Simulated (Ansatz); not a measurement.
Relaxation of CH$_{9}$AlB$_{2}$Si (14 atoms, charge 0, multiplicity 1), to a largest force component of 0.02 eV/Å in at most 50 steps.

All numbers below come from Ansatz 0.2.0, RKS B3LYP/6-31G.

```xyz
14
Properties=species:S:1:pos:R:3:forces:R:3
B -2.156 0.486 1.028 4.03 -2.15 0.79
B -1.841 -1.020 0.554 -0.32 0.25 2.15
Al 0.079 -1.547 0.111 1.38 1.34 0.12
C 1.635 -0.173 0.180 -3.48 0.15 1.32
Si 1.315 1.053 -1.204 0.00 1.23 1.31
H -1.350 1.356 1.117 -1.41 1.05 -0.12
H -2.706 -0.297 0.241 -2.28 2.38 -2.72
H -2.652 -1.815 0.493 -0.64 -2.06 0.09
H 0.472 -3.055 -0.151 -0.14 -0.42 -0.03
H 1.544 0.335 1.189 0.34 -0.44 -0.97
H 2.531 -0.684 0.069 2.03 -0.91 -0.09
H 2.407 2.070 -1.115 0.05 0.36 -0.36
H -0.034 1.759 -1.047 0.41 -0.18 -0.07
H 1.329 0.385 -2.469 0.03 -0.59 -1.39
```

**Question.** Where does it end, and by what steps?

**Answer.** It converged. Limits of this set-up: no polarisation functions. After 26 steps the energy has fallen by 2.795 eV; H6 moved furthest, 1.40 Å. Joined: B1–Al3.

```
step  energy less start (eV)  largest force component (eV/Å)  accepted
   0                  0.0000                           4.027       yes
   1                 -1.7528                           2.531       yes
   2                 -2.4918                           0.995       yes
   3                 -2.6572                           0.530       yes
   4                 -2.7007                           0.409       yes
   5                 -2.7332                           0.262       yes
   6                 -2.7574                           0.278       yes
   7                 -2.7681                           0.252       yes
   8                 -2.7755                           0.226       yes
   9                 -2.7779                           0.205       yes
  10                 -2.7826                           0.080       yes
  11                 -2.7843                           0.097       yes
  12                 -2.7860                           0.054       yes
  13                 -2.7877                           0.043       yes
  14                 -2.7889                           0.056       yes
  15                 -2.7898                           0.058       yes
  16                 -2.7911                           0.077       yes
  17                 -2.7910                           0.091        no
  18                 -2.7922                           0.030       yes
  19                 -2.7933                           0.029       yes
  20                 -2.7938                           0.044       yes
  21                 -2.7941                           0.043       yes
  22                 -2.7945                           0.034       yes
  23                 -2.7948                           0.025       yes
  24                 -2.7949                           0.026       yes
  25                 -2.7950                           0.023       yes
  26                 -2.7951                           0.016       yes
```

```xyz
14
Properties=species:S:1:pos:R:3
B -1.827 -0.281 1.640
B -2.290 -1.254 0.625
Al -0.110 -1.178 0.147
C 1.344 0.161 0.179
Si 1.626 1.030 -1.512
H -1.392 0.596 2.292
H -2.616 0.064 0.586
H -2.904 -2.028 -0.010
H 0.228 -2.669 -0.345
H 1.150 0.938 0.929
H 2.283 -0.344 0.451
H 2.776 2.000 -1.468
H 0.396 1.794 -1.926
H 1.911 0.021 -2.593
```

Whether the end is a true minimum wasn't checked by a vibrational analysis.

The run took 2.5 min on 1 thread of Arm Neoverse V1, on a shared host, peak memory 0.18 GiB.
